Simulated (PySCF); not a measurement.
Species: C₃H₁₂B₂N₂.
Bonds: C1–C2 (double), C2–C3, C2–B4, B4–N5, N5–B6, B6–N7, B4–N7. Hydrogens: H8, H9 on C1; H10, H11, H12 on C3; H13 on B4; H14, H15 on N5; H16, H17 on B6; H18, H19 on N7.

The calculation used PBE0-D3(BJ)/def2-SVP geometry optimisation, gas phase (PySCF 2.14.0).

(1) Give the optimised bond lengths and angles.

Results:

(1) 
| bond | length (Å) | order |
| --- | --- | --- |
| C1=C2 | 1.341 | double |
| C2–C3 | 1.504 | single |
| C2–B4 | 1.595 | single |
| B4–N5 | 1.606 | single |
| N5–B6, B6–N7 | 1.596 | single |
| B4–N7 | 1.588 | single |
| C1–H8 | 1.096 | single |
| C1–H9 | 1.097 | single |
| C3–H10, C3–H11, C3–H12 | 1.103 | single |
| B4–H13 | 1.223 | single |
| N5–H14, N7–H18 | 1.017 | single |
| N5–H15, N7–H19 | 1.015 | single |
| B6–H16 | 1.218 | single |
| B6–H17 | 1.218 | single |

Bonds in one row agree within 0.01 Å and their mean is given. Orders are formal, as drawn. A selection of angles:
| angle | degrees |
| --- | --- |
| C2–C1–H8 | 122.6 |
| C2–C1–H9 | 122.2 |
| H8–C1–H9 | 115.2 |
| C1–C2–C3 | 120.3 |
| C1–C2–B4 | 123.9 |
| C3–C2–B4 | 115.8 |
| C2–C3–H10 | 112.8 |
| C2–C3–H11 | 110.5 |
| C2–C3–H12 | 111.5 |
| H10–C3–H11 | 108.3 |
| H11–C3–H12 | 105.7 |
| C2–B4–N5 | 113.1 |
| C2–B4–N7 | 115.9 |
| C2–B4–H13 | 113.9 |
| N5–B4–N7 | 92.4 |
| N5–B4–H13 | 109.2 |
| B4–N5–B6 | 87.0 |
| B4–N5–H14 | 114.9 |
| B4–N5–H15 | 115.6 |
| B6–N5–H14 | 114.3 |
| B6–N5–H15 | 115.5 |
| H14–N5–H15 | 108.5 |
| N5–B6–N7 | 92.5 |
| N5–B6–H16 | 111.4 |
| N5–B6–H17 | 112.3 |
| H16–B6–H17 | 114.9 |

Dihedral angles: C1–C2–B4–N5 114° (anticlinal); C2–B4–N5–B6 -125° (anticlinal); B4–N5–B6–N7 6° (synperiplanar); N5–B6–N7–B4 -6° (synperiplanar); C2–B4–N7–B6 123° (anticlinal). The mirror-image conformer, all signs reversed, is as good.

B4 (four-coordinate boron) has angles from 92.4° to 115.9°. The 4-membered ring B4–N5–B6–N7 has internal angles of 87.0° to 92.5° (sum 359°, against 360° for a flat polygon); it is slightly puckered (a soft mode that the optimisation may not have finished), 0.04 Å rms from its mean plane, widest ring torsion 6°. The 2 C–C bonds span 1.341 Å (C1=C2, drawn double) to 1.504 Å (C2–C3, drawn single), a spread of 0.163 Å. B6 (four-coordinate boron) has angles from 92.5° to 114.9°. Of the pairs four or more bonds apart, H8···H18 is among the closest relative to their van der Waals radii: 2.02 Å, 84 % of the sum of Bondi's values. N5 (nitrogen bonded to 2 B and 2 H) has angles from 87.0° to 115.6°.

Point group: C1 (no symmetry element, even within 0.4 Å). Whether it is a minimum is left open (no frequencies). One conformer, not necessarily the lowest.
